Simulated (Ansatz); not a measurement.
C3H4BF can be A, `C=C1BC1F`, or B, `BC1(F)C=C1`.

Gas-phase electronic energies from Ansatz, PBE0-D4/def2-TZVP geometries. CCSD(T)/CBS adds triple-zeta CCSD(T) − MP2 to the extrapolated MP2 energy (def2 sets, frozen cores). Functionals use def2-TZVPP.

**Question.** Which is lower in electronic energy at CCSD(T)/CBS, and by how much? (An estimate is asked.)

**Answer.** Ansatz gave: A, by 8.4 kJ/mol.

**Question.** Give E(B) − E(A) in kJ/mol with B2PLYP, HF/def2-TZVPP, PBE0-D4, CCSD(T)/def2-TZVPP, CCSD/def2-TZVPP, r2SCAN-D4, LDA (SPW92). (Estimate.)

**Answer.** The calculation gave: B2PLYP 12.7, HF/def2-TZVPP -1.0, PBE0-D4 17.2, CCSD(T)/def2-TZVPP 10.0, CCSD/def2-TZVPP 7.3, r2SCAN-D4 19.0, LDA (SPW92) 26.5. The order is the other way round with HF/def2-TZVPP.

**Question.** Does the order hold for the free energy at 298.15 K (harmonic terms from PBE0-D4)? (An estimate is asked.)

**Answer.** Ansatz gave: Yes: G(B) − G(A) = +2.0 kJ/mol.

Largest T1 diagnostic: 0.014.

From r2SCAN to r2SCAN0 (25 % exact exchange), in def2-TZVPP and without D4, E(B) − E(A) moves by −5.3 kJ/mol. Leaving LDA and LC-ωPBE aside and taking each functional with its dispersion term where it has one, the values, not all of them listed here, spread over 20.3 kJ/mol, from ωB97X-V to PBE-D4.
